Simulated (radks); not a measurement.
Species: Zr4+. Configuration: [Kr] (the NIST ground configuration).

Method: Dirac Kohn-Sham, PBE, spin-unpolarised, spherical densities, finite nucleus; Fermi nuclear charge, rms radius 4.2694 fm; computed with a radial shooting solver on a logarithmic mesh with Libxc functionals.

Energy parts (eV):
part                       energy
total                  -97854.529
kinetic                101128.045
electron-nucleus      -234619.399
Hartree                 38709.136
exchange-correlation    -3072.311

Orbitals (lengths in bohr, moments of r in powers of bohr; r(90%) holds 90 % of the orbital's charge):
[
 {"orbital": "1s1/2", "occ.": "2", "eigenvalue (eV)": "-17859.72", "<r^4>": "8.872e-06", "r(90%)": "0.0664", "small-component weight": "2.12e-02"},
 {"orbital": "2s1/2", "occ.": "2", "eigenvalue (eV)": "-2511.526", "<r^4>": "0.001672", "r(90%)": "0.251", "small-component weight": "4.31e-03"},
 {"orbital": "2p1/2", "occ.": "2", "eigenvalue (eV)": "-2302.673", "<r^4>": "0.001121", "r(90%)": "0.227", "small-component weight": "4.31e-03"},
 {"orbital": "2p3/2", "occ.": "4", "eigenvalue (eV)": "-2216.821", "<r^4>": "0.001242", "r(90%)": "0.233", "small-component weight": "4.18e-03"},
 {"orbital": "3s1/2", "occ.": "2", "eigenvalue (eV)": "-447.3806", "<r^4>": "0.09036", "r(90%)": "0.678", "small-component weight": "1.12e-03"},
 {"orbital": "3p1/2", "occ.": "2", "eigenvalue (eV)": "-369.6420", "<r^4>": "0.09586", "r(90%)": "0.689", "small-component weight": "1.07e-03"},
 {"orbital": "3p3/2", "occ.": "4", "eigenvalue (eV)": "-355.9596", "<r^4>": "0.1046", "r(90%)": "0.705", "small-component weight": "1.03e-03"},
 {"orbital": "3d3/2", "occ.": "4", "eigenvalue (eV)": "-218.9730", "<r^4>": "0.1188", "r(90%)": "0.724", "small-component weight": "9.18e-04"},
 {"orbital": "3d5/2", "occ.": "6", "eigenvalue (eV)": "-216.4710", "<r^4>": "0.1222", "r(90%)": "0.729", "small-component weight": "9.08e-04"},
 {"orbital": "4s1/2", "occ.": "2", "eigenvalue (eV)": "-95.5462", "<r^4>": "3.805", "r(90%)": "1.72", "small-component weight": "2.45e-04"},
 {"orbital": "4p1/2", "occ.": "2", "eigenvalue (eV)": "-74.0897", "<r^4>": "5.649", "r(90%)": "1.91", "small-component weight": "2.07e-04"},
 {"orbital": "4p3/2", "occ.": "4", "eigenvalue (eV)": "-72.1674", "<r^4>": "6.098", "r(90%)": "1.94", "small-component weight": "2.01e-04"}
]

The highest occupied level is 4p3/2 at -72.167 eV. The density falls to 0.001 e/bohr^3 at r = 2.89 bohr. Summed over all electrons, <r^2> = 19.66 bohr^2, which gives a Langevin (diamagnetic) susceptibility term of -15.6 x 10^-6 cm^3/mol. For comparison, the ionisation energy in NIST's Atomic Spectra Database is 80.35 eV (semi-empirical). In exact Kohn-Sham theory the highest level is minus the ionisation energy, but local and semilocal functionals leave it too shallow, through self-interaction and a potential that decays too fast; potentials with the right tail come closer.
